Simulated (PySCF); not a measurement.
Copper: a sound run and one with changed settings

Sound run: Cu⁺ [Ar] 3d10, Cu²⁺ [Ar] 3d9. Calculation: PySCF 2.14, in 6-31G* (5s4p2d1f, 34 functions); no relativity, point nucleus. The sound run starts from symmetry-adapted Hartree-Fock orbitals and uses a fine grid where one is needed.

Changed run: 6 angular points. This setting is unsound on purpose.

```csv
species,method,sound run (hartree),changed run (hartree),converged
Cu⁺,UHF,-1638.35038,-1638.35038,yes
Cu⁺,M06-L,-1639.79296,-1644.16258,yes
Cu⁺,MN15,-1640.07935,-1640.13284,yes
Cu²⁺,UHF,-1637.78888,-1637.78888,yes
Cu²⁺,M06-L,-1639.14866,-1640.21523,yes
Cu²⁺,MN15,-1639.42282,-1638.99827,yes
```

Ionisation energy of Cu⁺:

| method | sound run (eV) | changed run (eV) |
| --- | --- | --- |
| UHF | 15.279 | 15.279 |
| M06-L | 17.532 | 107.41 |
| MN15 | 17.865 | 30.873 |

A coarse angular grid integrates products of high-l functions wrongly, so density functionals can shift, and the SCF can exploit the error; Hartree-Fock and MP2 need no grid.

For comparison, NIST gives 20.292 eV between the lowest levels.
